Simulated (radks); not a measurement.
Valence configurations of Ge II (all share [Ar]). Calculated with a radial shooting solver on a logarithmic mesh with Libxc functionals: Dirac Kohn-Sham, PBEsol, spin-unpolarised, spherical densities, finite nucleus; open shells are shared between the two j in proportion to 2j + 1; Fermi nuclear charge, rms radius 4.0742 fm. Energies are relative to 3d10 4s2 4p1; eigenvalues in eV.

| valence | E (eV) | e(3d3/2) | e(3d5/2) | e(4p1/2) | e(4p3/2) | e(4s1/2) |
|---|---|---|---|---|---|---|
| 3d10 4s2 4p1 | 0.000 | -38.681 | -38.095 | -11.423 | -11.176 | -19.890 |
| 3d10 4s1 4p2 | 8.726 | -40.410 | -39.823 | -12.220 | -11.960 | -20.864 |
| 3d10 4p3 | 17.632 | -42.053 | -41.463 | -12.951 | -12.678 | - |
| 3d9 4s2 4p2 | 31.232 | -49.080 | -48.455 | -13.402 | -13.093 | -22.755 |
| 3d9 4s1 4p3 | 40.874 | -50.662 | -50.036 | -14.102 | -13.781 | -23.610 |
| 3d9 4s0.5 4p3.5 | 45.754 | -51.428 | -50.801 | -14.435 | -14.108 | -24.017 |
| 3d8.5 4s1.5 4p3 | 55.117 | -55.252 | -54.606 | -14.687 | -14.341 | -24.536 |
| 3d8.5 4s1 4p3.5 | 60.176 | -56.004 | -55.357 | -15.014 | -14.662 | -24.934 |
| 3d8.5 4s0.5 4p4 | 65.272 | -56.741 | -56.093 | -15.332 | -14.973 | -25.321 |
| 3d8 4s2 4p3 | 71.232 | -60.020 | -59.354 | -15.278 | -14.906 | -25.460 |

NIST lists [Ar] 3d10 4s2 4p1 as the ground configuration; this level of theory agrees among the configurations tried. The energies are those of spherical spin-averaged densities, not of single terms.
